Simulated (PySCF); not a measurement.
# Basis and Hamiltonian dependence of the excitation energy of Se

Se [Ar] 3d10 4s2 4p4 (3P) → Se [Ar] 3d10 4s2 4p3 5s1 (5S). Calculated with PySCF 2.14 from differences of total energies of unrestricted determinants, without spin-orbit coupling. Values in eV.

```csv
basis,Hamiltonian,functions,UHF,r2SCAN,PBE0,MP2 (valence),CCSD(T) (valence)
aug-cc-pVDZ-PP with ECP10MDF,ECP,32,5.374,6.176,5.988,5.534,5.574
aug-cc-pVDZ-DK,spin-free X2C,36,5.520,6.334,6.136,5.672,5.710
aug-cc-pwCVDZ-PP with ECP10MDF,ECP,48,5.374,6.185,5.994,5.543,n/a
aug-cc-pVTZ-PP with ECP10MDF,ECP,55,5.261,6.086,5.902,5.648,5.765
def2-TZVPPD,non-relativistic,57,5.600,6.422,6.214,5.905,6.019
aug-cc-pVTZ-DK,spin-free X2C,59,5.289,6.134,5.948,5.667,5.784
"aug-cc-pVTZ-PP with one added diffuse shell each of s, d, f type with ECP10MDF",ECP,68,5.076,5.974,5.780,5.522,5.636
dyall-av2z,non-relativistic,92,5.671,6.456,6.262,5.811,5.850
aug-cc-pwCVTZ-PP with ECP10MDF,ECP,96,5.259,6.100,5.910,5.660,5.778
"x2c-QZVPPall with one added diffuse shell each of s, p, d, f type",spin-free X2C,113,5.377,6.217,6.026,5.831,n/a
"aug-cc-pVQZ-PP with one added diffuse shell each of s, p, d, f, g type with ECP10MDF",ECP,114,5.074,5.986,5.783,5.616,n/a
```

Frozen in the all-electron rows: valence: [Ar] 3d10; with a core potential, the same shells as far as they lie outside it.

Non-relativistic rows lack the scalar-relativistic shift.

Reference for a calculation without spin-orbit coupling: 5.857 eV (measured, between term centres; NIST).
